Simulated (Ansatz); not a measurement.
Reaction (cleavage of the Si–Si bond): `O[SiH](O)[SiH](O)F` + `[OH][GeH3]` → `O[SiH](O)[O][GeH3]` + `O[SiH2]F`

Calculated with Ansatz (gas phase, PBE0-D4/def2-TZVP geometries, no zero-point term in ΔE). CBS: MP2 limit from def2 TZ/QZ plus the TZ coupled-cluster correction, frozen cores. Functionals use def2-TZVPP. B3LYP here is the variant with VWN-RPA as its local correlation; programs differ in this. For Ge outer-core shells are correlated without core-valence functions, which leaves a few kJ/mol of doubt a bond. Scalar relativity is left out up to krypton. One conformer a species, not always the lowest.

```
             level  ΔE (kcal/mol)  difference from CCSD(T)/CBS
            PBE-D4          -30.6                          8.1
           PBE0-D4          -33.9                          4.8
           ωB97X-V          -36.9                          1.8
               PBE          -30.8                          7.9
            r2SCAN          -36.9                          1.8
              PBE0          -34.1                          4.6
             B3LYP          -37.2                          1.5
     HF/def2-TZVPP          -45.5                         -6.8
    MP2/def2-TZVPP          -40.8                         -2.1
SCS-MP2/def2-TZVPP          -41.2                         -2.5
   CCSD/def2-TZVPP          -40.2                         -1.5
     HF/def2-QZVPP          -46.1                         -7.4
    MP2/def2-QZVPP          -40.6                         -1.9
SCS-MP2/def2-QZVPP          -41.1                         -2.4
      HF/CBS(def2)          -46.1                         -7.4
    CCSD/CBS(def2)          -39.7                         -1.0
       CCSD(T)/CBS          -38.7                            0
```

Largest T1 diagnostic among the species: 0.013.

In def2-TZVPP, CCSD(T) changes the Hartree–Fock value by +6.2 kcal/mol (the triples alone add +0.9 kcal/mol) and MP2 by +4.7 kcal/mol. From PBE to PBE0 (25 % exact exchange), in def2-TZVPP and without D4, ΔE moves by −3.3 kcal/mol.

CCSD(T)/CBS has its own doubt, a few kJ/mol and more with outer-core shells, so smaller differences from it don't rank the levels.
